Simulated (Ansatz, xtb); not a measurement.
## A geometry optimisation of GeH6NSi with r2SCAN-D4/def2-SVP

The starting geometry of this gas-phase doublet has its atoms placed at random.

```yaml
atoms:
  - { symbol: Ge, position_ang: [0.0312, 1.1998, 0.6027] }
  - { symbol: N, position_ang: [-1.1720, 1.4276, -0.7730] }
  - { symbol: Si, position_ang: [0.1991, -0.2364, -1.2854] }
  - { symbol: H, position_ang: [0.9090, 2.1601, -0.0581] }
  - { symbol: H, position_ang: [1.4658, -1.2464, -0.4256] }
  - { symbol: H, position_ang: [-1.0462, -0.1547, -2.0170] }
  - { symbol: H, position_ang: [1.2031, -0.6121, 0.8809] }
  - { symbol: H, position_ang: [1.7397, -0.1418, -0.1618] }
  - { symbol: H, position_ang: [-0.6806, 1.6484, -1.6744] }
```

Question: One run relaxed it with r2SCAN-D4/def2-SVP. What is a likely outcome?

Answer: It falls apart into GeH4NSi + H2. Contacts that open: Ge1–Si3 (2.38 → 3.24 Å). Contacts that close: N2–Si3 (2.22 → 1.75 Å), Si3–H5 (1.83 → 1.49 Å), H7–H8 (1.26 → 0.76 Å).

The energy falls by 8.51 eV over 59 steps:

```json
{"step": "1", "E − E(last) (eV)": "8.512"}
{"step": "7", "E − E(last) (eV)": "1.005"}
{"step": "14", "E − E(last) (eV)": "0.039"}
{"step": "20", "E − E(last) (eV)": "0.013"}
{"step": "27", "E − E(last) (eV)": "0.010"}
{"step": "33", "E − E(last) (eV)": "0.008"}
{"step": "40", "E − E(last) (eV)": "0.004"}
{"step": "46", "E − E(last) (eV)": "0.001"}
{"step": "53", "E − E(last) (eV)": "0.000"}
{"step": "59", "E − E(last) (eV)": "0.000"}
```

Final geometry (Å):

| atom | x (Å) | y (Å) | z (Å) |
| --- | --- | --- | --- |
| Ge | -0.7679 | 1.4336 | 0.8724 |
| N | -0.1436 | 0.8184 | -0.7660 |
| Si | -0.4397 | -0.7410 | -1.5018 |
| H | 0.0641 | 2.7979 | 0.7574 |
| H | -1.5582 | -1.3918 | -0.7542 |
| H | -0.7536 | -0.6006 | -2.9613 |
| H | 3.2352 | 0.1204 | 0.4789 |
| H | 2.5171 | 0.1774 | 0.2388 |
| H | 0.4956 | 1.4301 | -1.2759 |

From the same start GFN2-xTB reaches the same bonding as this run.

From so rough a start the end depends on the optimiser's path, so another program may land elsewhere. No frequencies were run, so the end isn't proven a minimum. Open shells are spin-unrestricted. Run with Ansatz 0.2.0, 5.3 min on 2 threads of Intel(R) Xeon(R) Platinum 8259CL CPU @ 2.50GHz (Skylake/Cascade Lake) (shared host).
